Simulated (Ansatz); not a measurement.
Reaction (redistribution): `[CH3][GeH]([Cl])[CH]=O` + `[F][GaH][SeH]` → `[CH3][GeH]([Cl])[SeH]` + `O=[CH][GaH][F]`

Program: Ansatz. Geometries: PBE0-D4/def2-TZVP. ΔE: electronic, gas phase. CCSD(T)/CBS is the MP2 limit (def2-TZVPP, def2-QZVPP) plus CCSD(T) − MP2 in def2-TZVPP, frozen cores. Functionals use def2-TZVPP. B3LYP here is the variant with VWN-RPA as its local correlation; programs differ in this. For Ga, Ge, Se outer-core shells are correlated without core-valence functions, which leaves a few kJ/mol of doubt a bond. Scalar relativity is left out up to krypton. Each species was taken in one conformer, which may not be the lowest.

```tsv
level	ΔE (kJ/mol)	difference from CCSD(T)/CBS
PBE-D4	47.2	-3.8
PBE0-D4	49.7	-1.3
B3LYP-D4	47.2	-3.8
ωB97M-V	48.5	-2.5
B2PLYP	50.2	-0.8
PBE	48.2	-2.8
PBE0	50.7	-0.3
B3LYP	49.2	-1.8
HF/def2-TZVPP	54.6	3.6
MP2/def2-TZVPP	50.4	-0.6
SCS-MP2/def2-TZVPP	49.7	-1.3
CCSD/def2-TZVPP	51.6	0.6
CCSD(T)/def2-TZVPP	51.3	0.3
HF/def2-QZVPP	54.1	3.1
MP2/CBS(def2)	50.0	-1.0
CCSD/CBS(def2)	51.3	0.3
CCSD(T)/CBS	51.0	0
```

Largest T1 diagnostic among the species: 0.016.

In def2-TZVPP, CCSD(T) changes the Hartree–Fock value by −3.2 kJ/mol (the triples alone add −0.3 kJ/mol) and MP2 by −4.2 kJ/mol.
